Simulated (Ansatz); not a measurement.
Reaction (substitution at a C–C bond): `B/C=C/CF` + `S[SiH2]Cl` → `FCS[SiH2]Cl` + `BC=C`

Gas-phase electronic energies from Ansatz, PBE0-D4/def2-TZVP geometries. CBS: MP2 limit from def2 TZ/QZ plus the TZ coupled-cluster correction, frozen cores. Functionals use def2-TZVPP. B3LYP here is the variant with VWN-RPA as its local correlation; programs differ in this. One conformer a species, not always the lowest.

| level | ΔE (kJ/mol) | difference from CCSD(T)/CBS |
| --- | --- | --- |
| B3LYP-D4 | 26.8 | -0.2 |
| ωB97X-V | 29.0 | 2.0 |
| B2PLYP | 29.7 | 2.7 |
| r2SCAN | 31.0 | 4.0 |
| B3LYP | 31.0 | 4.0 |
| HF/def2-TZVPP | 35.8 | 8.8 |
| CCSD(T)/def2-TZVPP | 29.7 | 2.7 |
| MP2/def2-QZVPP | 27.4 | 0.4 |
| SCS-MP2/def2-QZVPP | 27.4 | 0.4 |
| MP2/CBS(def2) | 26.3 | -0.7 |
| CCSD(T)/CBS | 27.0 | 0 |

Largest T1 diagnostic among the species: 0.011.

From PBE to PBE0 (25 % exact exchange), in def2-TZVPP and without D4, ΔE moves by +3.2 kJ/mol. In def2-TZVPP, CCSD(T) changes the Hartree–Fock value by −6.1 kJ/mol (the triples alone add −2.4 kJ/mol) and MP2 by −6.8 kJ/mol. The D4 term adds −4.2 kJ/mol with B3LYP and −2.2 kJ/mol with PBE0; it sums over pairs of atoms, weighted by their polarisabilities, and B3LYP, whose exchange is more repulsive, gets the larger term.
